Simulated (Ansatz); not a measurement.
Geometry optimisation, RKS B3LYP-D4/def2-SVP in Ansatz 0.2.0.

Input:

```yaml
crystal:
  periodic: [false, false, false]
  atoms:
    - { symbol: "N", position_ang: [0.7744, 1.0491, 0.0361] }
    - { symbol: B, position_ang: [0.041, -0.2665, -0.0772] }
    - { symbol: O, position_ang: [0.0502, -1.192, 1.0363] }
    - { symbol: S, position_ang: [-0.779, -0.7365, -1.6619] }
    - { symbol: H, position_ang: [-0.0218, 1.8099, -0.0725] }
    - { symbol: H, position_ang: [1.1276, 1.193, 0.9837] }
    - { symbol: H, position_ang: [0.9254, -1.7328, 0.9039] }
    - { symbol: H, position_ang: [-2.0257, -0.1814, -1.2043] }
basis:
  gaussian: { orbitals: def2-SVP }
hamiltonian:
  xc: b3lyp
  dispersion: d4
relax:
  f_tol: 0.015
  max_steps: 40
```

Command:

```bash
$ ansatz run input.yaml --threads 1 --pin off --max-ram 2048MiB --backend cpu --events-out ev --progress --plain --runs-dir out
```

Problem. Where does it end, and by what steps?

Solution. The run converged. After 13 steps the energy has fallen by 1.639 eV; H8 moved furthest, 1.30 Å.

```tsv
step	energy less start (eV)	largest force component (eV/Å)	accepted
0	0.0000	3.761	yes
1	-0.6213	2.759	yes
2	-0.9975	2.598	yes
3	-1.2007	1.591	yes
4	-1.3298	1.848	yes
5	-1.5073	0.502	yes
6	-1.5666	0.235	yes
7	-1.5723	0.554	yes
8	-1.6030	0.741	yes
9	-1.6287	0.165	yes
10	-1.6365	0.166	yes
11	-1.6386	0.205	yes
12	-1.6391	0.018	yes
13	-1.6391	0.008	yes
```

```xyz
8
Properties=species:S:1:pos:R:3
N 0.630 1.215 0.263
B 0.053 -0.044 0.026
O 0.312 -1.063 0.905
S -1.005 -0.240 -1.490
H 0.427 2.044 -0.278
H 1.277 1.358 1.028
H -0.007 -1.925 0.620
H -1.594 -1.403 -1.130
```

Whether the end is a true minimum wasn't checked by a vibrational analysis.

Run time: 96 s on 1 thread of Intel(R) Xeon(R) Processor @ 2.50GHz (Skylake/Cascade Lake), on a shared host, peak memory 0.16 GiB.
